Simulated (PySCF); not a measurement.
Spectroscopy problems

How the numbers were obtained: PBE0/pcSseg-1 with gauge-including orbitals, PBE0-D3(BJ)/def2-SVP geometry, couplings computed with B3LYP/pcJ-1 (spin–dipole term left out of most H,H and C,H couplings), in PySCF 2.14 (gas phase, equivalent nuclei averaged, relativity neglected, one conformer).

References, each an isolated molecule treated in the same way: TMS for 1H and 13C. Multiplet labels drop J under 1 Hz and among equivalent protons, and merge close values. Unscaled 3J(H,H) run several per cent high. Where no couplings were computed, multiplicities follow the n + 1 count of equivalent neighbours, and m marks all less simple cases (inequivalent or close neighbours, rings, F or P nearby). One-bond C–F couplings are unscaled and too large by tens of Hz. Shifts are as computed. Against solution values, carbons near 30 ppm lie about +2 ppm off and those near 130 ppm about +5 ppm. Of 1211 compounds with measured shifts, 218 miss one by over three times the rms of a fit or turn the order of signals round; such compounds aren't used in these exercises.

(1) C$_{4}$H$_{5}$F$_{3}$O. 1H NMR (500 MHz, computed): δ 2.80 (q, J = 11.5 Hz, 2H), 2.32 (q, J = 1.8 Hz, 3H). 13C{1H} NMR (computed): δ 201.9 (C, q, J = 1.7 Hz), 129.8 (C, q, J = 342.2 Hz), 51.4 (CH2, q, J = 31.0 Hz), 31.2 (CH3). Give a structure.

(2) C$_{7}$H$_{16}$N$_{2}$Si. 1H NMR (600 MHz, computed): δ 4.72 (s, 3H), 3.34 (m, 1H), 3.06 (m, 1H), 2.48 (m, 1H), 2.15 (m, 1H), 1.23 (d, 3H), 1.20 (d, 3H), 1.02 (d, 3H). 13C{1H} NMR (computed): δ 165.3 (C), 57.8 (CH2), 46.8 (CH), 30.8 (CH), 27.0 (CH3), 24.1 (CH3), 19.7 (CH3). Identify the compound.

Answers

(1) 4,4,4-trifluorobutan-2-one (SMILES C(C(C)=O)C(F)(F)F). Rings plus π bonds: 1 (no ring in the answer). 4 carbon signals for 4 carbons: no two carbons are equivalent. Carbon types of the structure: 2 × C, 1 × CH2, 1 × CH3, which accounts for all hydrogens. δC 201.9: ketone carbonyl carbon; the double bond to the heteroatom, with no lone-pair donor beside it, deshields it most. δC 129.8: CF3 carbon; 3 electronegative neighbours deshield it. δC 31.2: methyl carbon α to a carbonyl; the adjacent C=O deshields it moderately. δH 2.32: hydrogen on a methyl carbon α to a carbonyl; α to C=O.

The data come from this structure; uniqueness wasn't tested.

(2) SMILES CC(C)C1=NN([SiH3])C[C@@H]1C. Rings plus π bonds: 2 (1 ring in the answer). 7 carbon signals for 7 carbons: no two carbons are equivalent. Carbon types of the structure: 1 × C, 2 × CH, 1 × CH2, 3 × CH3, leaving 3 H on heteroatoms. δC 165.3: C=N carbon. δC 57.8: sp3 CH2 bonded to N; the inductive effect lowers its shielding. δC 30.8: sp3 CH; saturated and bonded to C and H only. δC 27.0, 24.1, 19.7: methyl carbon; aliphatic region, no heteroatom directly attached.

This is the structure that produced the data.
